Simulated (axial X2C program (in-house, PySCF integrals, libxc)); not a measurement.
**PbO⁺: properties at the nuclei**

Calculated with an in-house all-electron X2C program for linear molecules (integrals from PySCF): two-component X2C with atomic mean-field Coulomb and Gaunt terms, Gaussian nuclei, basis Pb dyall-cv3z, O dyall-av3z with contracted cores.

R = 2.072 Å (near the PBE0 minimum at charge 1 of the determinant lowest at the starting distance; the state shown can have its own minimum elsewhere).

Determinant lowest in the PBE0 search, Ω = 3/2 (⟨Sz⟩ = 0.51, ⟨Lz⟩ = 0.99 at PBE0), spin on the atoms Pb -0.05, O 0.56:

```
    level  Eeff magnitude (GV/cm)  Ws magnitude Pb (kHz)  A∥/gI Pb (MHz)  qzz Pb (a.u.)  A∥/gI O (MHz)  qzz O (a.u.)
     PBE0                    6.48                   5.09             275         -13.86            189         -0.80
       HF                    22.9                   18.3             163         -15.93            229         -0.54
    B3LYP                    6.67                   5.23             274         -13.30            191         -0.89
BHandHLYP                    8.13                   6.45             213         -14.41            208         -0.74
    PBE50                    7.61                   6.01             214         -14.93            202         -0.66
```

Eeff is the effective electric field on the electron electric dipole moment in this Ω state and Ws the scalar–pseudoscalar constant of the nucleus named (defined with the proton number Z and per Ω); A∥ (defined per Ω) follows by multiplying with gI = μI/(I μN); qzz is the electric field gradient, eQq0 = 234.96 MHz × Q/barn × qzz. The operators were transformed with the bare-nucleus X2C matrices; with these basis sets, hyperfine constants and field gradients can be off by tens of per cent, and where levels differ in sign neither size nor sign is settled.

**Question.** With gI(207Pb) = 1.1851, gI(17O) = -0.7575, Q(17O) = -0.02558 barn (g factors from the IAEA table of nuclear moments by Stone; Q from Pyykkö, Mol. Phys. 2018), turn the PBE0 values of the first state into constants in MHz.

**Answer.** A∥(207Pb) = 275 × 1.1851 = 326 MHz; A∥(17O) = 189 × -0.7575 = -143 MHz; eQq0(17O) = 234.96 × (-0.02558) × (-0.80) = 4.81 MHz.

Each state is one determinant with collinear spin. Unrestricted Hartree–Fock can overshoot spin polarisation at the nuclei. Where Eeff spreads by more than a factor of two the levels disagree and none is to be relied on. The search compared states at one distance, so a state with another bond length can lie lower. Further determinants of the search, some of them spin-mixed, are not shown.
